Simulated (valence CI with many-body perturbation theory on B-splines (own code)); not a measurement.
Ar IV: key properties

Method: relativistic CI+MBPT: five valence electrons over a frozen Dirac-Fock core [Ne], a basis of 9 s, 9 p, 8 d, 6 f, 3 g, 1 h functions for each j, with the one-electron correlation potential Σ1, the two-electron term Σ2, the three-electron term Σ3, Breit, model QED; selected CI, second order for the rest, scaled by the run's own slope (own B-spline code, finite nucleus).

Against 29 measured levels this calculation errs by 144 cm⁻¹ on average and by 401 at most. These come from a selection out of Saloman, J. Phys. Chem. Ref. Data 39, 033101 (2010). Levels without a partner in it may be off by more. Among the levels kept, up to 2000 cm⁻¹ of a level comes from second order outside the variational space, and about a tenth of that is noise between levels of different J, which matters for small intervals.

Rates and lifetimes use the calculated energies. Strong lines usually hold to 10 to 20 %, long lifetimes can be off by a factor of two.

What is the ground level?

3s2 3p3 4S°_3/2, composition 95 % 3s2 3p3 4S° + 3 % 3s 3p3 3d 4S°, g = 2.001.

Name the longest-lived excited levels whose lifetime is computed, and their main decay.

3s2 3p3 2D°_5/2 at 21399 cm⁻¹ lives 509 s, mostly by E2 to 3s2 3p3 4S°_3/2; 3s2 3p3 2D°_3/2 at 21273 cm⁻¹ lives 43.6 s, mostly by M1 to 3s2 3p3 4S°_3/2; 3s2 3p3 2P°_1/2 at 35115 cm⁻¹ lives 611 ms, mostly by M1 to 3s2 3p3 4S°_3/2.

What is the ionisation energy?

59.097 eV; NIST lists 59.58 ± 0.18 eV (semi-empirical).

Among levels below 234046 cm⁻¹, which E1 lines absorb most strongly from the ground level?

to 3s2 3p2 3d 4P_5/2 at 45.26 nm, f = 1.49; to 3s2 3p2 3d 4P_3/2 at 45.16 nm, f = 0.984; to 3s2 3p2 3d 4P_1/2 at 45.09 nm, f = 0.499.

Where does the other parity begin?

At 3s 3p4 4P_5/2, 117484 cm⁻¹.

How well does LS coupling describe the low levels?

Among the lowest 20 levels the leading LS term, summed over configurations, holds 96 % on average. For single configurations the figures are 83 % in LS and 56 % in jj coupling. Terms mix most in the J = 7/2 level at 187312 cm⁻¹, where the leading one holds 63 %.

What are the static dipole polarisabilities of the lowest levels?

3s2 3p3 4S°_3/2 3.51; 3s2 3p3 2D°_3/2 3.53 (tensor 0.021); 3s2 3p3 2D°_5/2 3.54; 3s2 3p3 2P°_1/2 3.52 bohr³, of which the core gives 0.0371.
